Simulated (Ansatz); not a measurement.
Input for Ansatz (a quantum-chemistry and plane-wave program): U-PBE0/def2-TZVPP on CrMo, 2S+1 = 3, a spin state set in the input, which need not be the lowest. Elements past Kr take the def2 small-core potentials; no spin–orbit coupling.

Ansatz 0.2 input:
```yaml
crystal:
  periodic: [false, false, false]
  atoms:
    - {symbol: Cr, position_ang: [0.00000000, 0.00000000, 0.00000000]}
    - {symbol: Mo, position_ang: [0.00000000, 0.00000000, 1.83000000]}
basis:
  gaussian:
    orbitals: def2-TZVPP
hamiltonian:
  xc: {name: PBE0}
magnetization: {spin_polarized: true, initial_magnetization: 2}
relax: {f_tol: 0.002, max_steps: 120}
```

Program output:

```
WARN ansatz: RAYON_NUM_THREADS=1 ignored (pool sized by the plan → 1); use --threads N
Functional definition: PBE0
integrals: 0.04 GiB planned
880 factors; their error is unknown
mean field: 0.55 GiB planned
mean field evaluation 1: about -30203.7447 eV, gradient 1.6e2 eV
mean field evaluation 2: about -29789.3112 eV, gradient 3.5e2 eV
mean field evaluation 4: about -30226.0113 eV, gradient 1.1e2 eV
mean field evaluation 8: about -30265.7045 eV, gradient 4.0e0 eV
mean field evaluation 16: about -30266.3690 eV, gradient 1.2e0 eV
mean field evaluation 32: about -30235.2998 eV, gradient 1.5e2 eV
mean field evaluation 64: about -30236.9316 eV, gradient 7.6e1 eV
mean field evaluation 96: about -30266.7202 eV, gradient 5.0e-1 eV
mean field evaluation 128: about -30266.9777 eV, gradient 1.6e0 eV
mean field evaluation 160: about -30267.2857 eV, gradient 1.1e-3 eV
mean field evaluation 192: about -30266.5263 eV, gradient 7.0e-1 eV
mean field evaluation 224: about -30265.7412 eV, gradient 1.7e-1 eV
mean field evaluation 256: about -30267.2857 eV, gradient 1.1e-3 eV
mean field evaluation 288: about -30265.3403 eV, gradient 1.3e0 eV
mean field evaluation 320: about -30267.1518 eV, gradient 2.1e-4 eV
mean field -30267.28573395 eV, -1112.3022348195 hartree, gradient 1.7e-5 eV, S^2 3.247414; 20 other end points of the search recorded, 0 dependent functions left out
the calculation of the forces begins
reference -30267.28575746 eV, -1112.3022356835 hartree; 20, 18 occupied and 100, 102 virtual orbitals, 880 factors
relax step   1: F+E_penalty+E_count = -30267.28573395 eV  Δ(F+E_penalty+E_count) = +0.000e0 eV  max|allowed force component| = 3.136e0 eV/Å  Δτ_max = 0.0000 Å  (965 SCF iters, accepted)
these checks for a lower state are left out or cut short: starts, cluster_reference, orbital_swaps, neighbouring_geometries, increment
integrals: 0.04 GiB planned
880 factors; their error is unknown
mean field: 0.55 GiB planned
mean field evaluation 352: about -30267.4563 eV, gradient 1.4e-5 eV
mean field -30267.45628010 eV, -1112.3085022748 hartree, gradient 1.4e-5 eV, S^2 3.646350; 1 other end points of the search recorded, 0 dependent functions left out
the calculation of the forces begins
reference -30267.45630405 eV, -1112.3085031552 hartree; 20, 18 occupied and 100, 102 virtual orbitals, 880 factors
relax step   2: F+E_penalty+E_count = -30267.45628010 eV  Δ(F+E_penalty+E_count) = -1.705e-1 eV  max|allowed force component| = 1.359e0 eV/Å  Δτ_max = 0.0401 Å  (122 SCF iters, accepted)
these checks for a lower state are left out or cut short: starts, cluster_reference, orbital_swaps, neighbouring_geometries, increment
integrals: 0.04 GiB planned
880 factors; their error is unknown
mean field: 0.55 GiB planned
mean field evaluation 384: about -30267.5260 eV, gradient 1.2e-5 eV
mean field -30267.52600409 eV, -1112.3110645842 hartree, gradient 1.2e-5 eV, S^2 4.046029; 1 other end points of the search recorded, 0 dependent functions left out
the calculation of the forces begins
reference -30267.52602848 eV, -1112.3110654808 hartree; 20, 18 occupied and 100, 102 virtual orbitals, 880 factors
relax step   3: F+E_penalty+E_count = -30267.52600409 eV  Δ(F+E_penalty+E_count) = -6.972e-2 eV  max|allowed force component| = 6.683e-1 eV/Å  Δτ_max = 0.0361 Å  (132 SCF iters, accepted)
these checks for a lower state are left out or cut short: starts, cluster_reference, orbital_swaps, neighbouring_geometries, increment
integrals: 0.04 GiB planned
880 factors; their error is unknown
mean field: 0.54 GiB planned
mean field -30267.56726258 eV, -1112.3125808060 hartree, gradient 3.7e-6 eV, S^2 4.505112; 1 other end points of the search recorded, 0 dependent functions left out
the calculation of the forces begins
reference -30267.56728758 eV, -1112.3125817248 hartree; 20, 18 occupied and 100, 102 virtual orbitals, 880 factors
relax step   4: F+E_penalty+E_count = -30267.56726258 eV  Δ(F+E_penalty+E_count) = -4.126e-2 eV  max|allowed force component| = 3.278e-1 eV/Å  Δτ_max = 0.0437 Å  (146 SCF iters, accepted)
these checks for a lower state are left out or cut short: starts, cluster_reference, orbital_swaps, neighbouring_geometries, increment
integrals: 0.04 GiB planned
880 factors; their error is unknown
mean field: 0.54 GiB planned
mean field evaluation 416: about -30267.6605 eV, gradient 1.2e0 eV
mean field evaluation 448: about -30267.3217 eV, gradient 2.8e-1 eV
mean field -30267.73124705 eV, -1112.3186071238 hartree, gradient 1.8e-6 eV, S^2 5.681286; 2 other end points of the search recorded, 0 dependent functions left out
the calculation of the forces begins
reference -30267.73127329 eV, -1112.3186080882 hartree; 20, 18 occupied and 100, 102 virtual orbitals, 880 factors
relax step   5: F+E_penalty+E_count = -30267.73124705 eV  Δ(F+E_penalty+E_count) = -1.640e-1 eV  max|allowed force component| = 2.815e-1 eV/Å  Δτ_max = 0.1600 Å  (301 SCF iters, accepted)
these checks for a lower state are left out or cut short: starts, cluster_reference, orbital_swaps, neighbouring_geometries, increment
integrals: 0.04 GiB planned
880 factors; their error is unknown
mean field: 0.53 GiB planned
mean field -30267.74547703 eV, -1112.3191300662 hartree, gradient 9.9e-6 eV, S^2 5.819390; 1 other end points of the search recorded, 0 dependent functions left out
the calculation of the forces begins
reference -30267.74550354 eV, -1112.3191310403 hartree; 20, 18 occupied and 100, 102 virtual orbitals, 880 factors
relax step   6: F+E_penalty+E_count = -30267.74547703 eV  Δ(F+E_penalty+E_count) = -1.423e-2 eV  max|allowed force component| = 7.323e-2 eV/Å  Δτ_max = 0.0403 Å  (159 SCF iters, accepted)
these checks for a lower state are left out or cut short: starts, cluster_reference, orbital_swaps, neighbouring_geometries, increment
integrals: 0.04 GiB planned
880 factors; their error is unknown
mean field: 0.53 GiB planned
mean field evaluation 480: about -30267.5044 eV, gradient 1.6e-2 eV
mean field -30267.74651451 eV, -1112.3191681927 hartree, gradient 9.1e-6 eV, S^2 5.870566; 1 other end points of the search recorded, 0 dependent functions left out
the calculation of the forces begins
reference -30267.74654112 eV, -1112.3191691708 hartree; 20, 18 occupied and 100, 102 virtual orbitals, 880 factors
relax step   7: F+E_penalty+E_count = -30267.74651451 eV  Δ(F+E_penalty+E_count) = -1.037e-3 eV  max|allowed force component| = 1.371e-2 eV/Å  Δτ_max = 0.0176 Å  (151 SCF iters, accepted)
these checks for a lower state are left out or cut short: starts, cluster_reference, orbital_swaps, neighbouring_geometries, increment
integrals: 0.04 GiB planned
880 factors; their error is unknown
mean field: 0.53 GiB planned
mean field evaluation 512: about -30267.7466 eV, gradient 9.2e-6 eV
mean field -30267.74655316 eV, -1112.3191696131 hartree, gradient 9.2e-6 eV, S^2 5.862153; 1 other end points of the search recorded, 0 dependent functions left out
the calculation of the forces begins
reference -30267.74657975 eV, -1112.3191705905 hartree; 20, 18 occupied and 100, 102 virtual orbitals, 880 factors
relax step   8: F+E_penalty+E_count = -30267.74655316 eV  Δ(F+E_penalty+E_count) = -3.865e-5 eV  max|allowed force component| = 9.028e-4 eV/Å  Δτ_max = 0.0030 Å  (159 SCF iters, accepted)
integrals: 0.04 GiB planned
880 factors; their error is unknown
mean field: 0.53 GiB planned
mean field evaluation 544: about -29861.1058 eV, gradient 3.0e2 eV
mean field evaluation 576: about -30015.8783 eV, gradient 1.1e2 eV
mean field evaluation 608: about -30251.0489 eV, gradient 2.5e1 eV
mean field evaluation 640: about -30267.3196 eV, gradient 2.9e-1 eV
mean field evaluation 672: about -30267.4494 eV, gradient 1.1e-5 eV
mean field evaluation 704: about -30266.1482 eV, gradient 4.5e0 eV
mean field evaluation 736: about -30266.3829 eV, gradient 8.3e0 eV
mean field evaluation 768: about -30114.6210 eV, gradient 2.2e2 eV
mean field evaluation 800: about -30266.9691 eV, gradient 1.5e0 eV
mean field evaluation 832: about -30267.6777 eV, gradient 1.7e0 eV
mean field evaluation 864: about -30267.5386 eV, gradient 7.3e-2 eV
mean field -30267.74655404 eV, -1112.3191696455 hartree, gradient 2.8e-6 eV, S^2 5.862149; 23 other end points of the search recorded, 0 dependent functions left out
the calculation of the forces begins
reference -30267.74658064 eV, -1112.3191706229 hartree; 20, 18 occupied and 100, 102 virtual orbitals, 880 factors
Total energy: -30267.74658064 eV, -1112.3191706229 hartree
Atom 0 at    -0.000000     0.000000    -0.334752 Å, force    -0.000000     0.000000    -0.000892 eV/Å
Atom 1 at     0.000000    -0.000000     2.164752 Å, force     0.000000    -0.000000     0.000892 eV/Å
Dipole moment:     0.000000     0.000000    -0.154143 e Å
```

The calculation finished and met its thresholds. Its determinant has ⟨S²⟩ = 5.86, a mixture of spin states.

Cost: roughly 3 core-minutes.
